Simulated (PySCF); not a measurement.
F₂GaH₃OSi, SMILES [Ga]([O][SiH3])([F])[F].

Geometry: B3LYP-D3(BJ)/def2-SVP. The structure was generated by enumeration; whether it is a known compound was not checked. The values are those of a single conformer.

Two levels are set side by side: PBE/def2-TZVP (PySCF) and PBE0/def2-TZVP (PySCF). Same geometry, gas phase. Differences are taken from unrounded values.

| quantity | PBE0 |
|---|---|
| orbital gap (eV) | 7.24 |
| highest occupied level (eV) | -9.26 |
| lowest empty level (eV) | -2.02 |
| dipole moment (D) | 1.58 |
| mean polarisability (bohr³) | 50.2 |

Task: What does PBE give, and how far is it from PBE0? (Estimate from the structure and the level; the computed values follow.)

Result: 
```csv
quantity,PBE,PBE minus PBE0
orbital gap (eV),4.79,-2.45
highest occupied level (eV),-7.81,1.45
lowest empty level (eV),-3.02,-1.00
dipole moment (D),1.49,-0.09
mean polarisability (bohr³),53.9,3.7
```

Without exact exchange PBE keeps part of each electron's self-repulsion, which lifts occupied levels and narrows the gap. Loosely held outer electrons make PBE densities more polarisable. Differences between two approximate levels are no errors against the true value.

Rough cost on one machine, each run with all the roots and properties that it gave: PBE0 against PBE within a factor of 2.
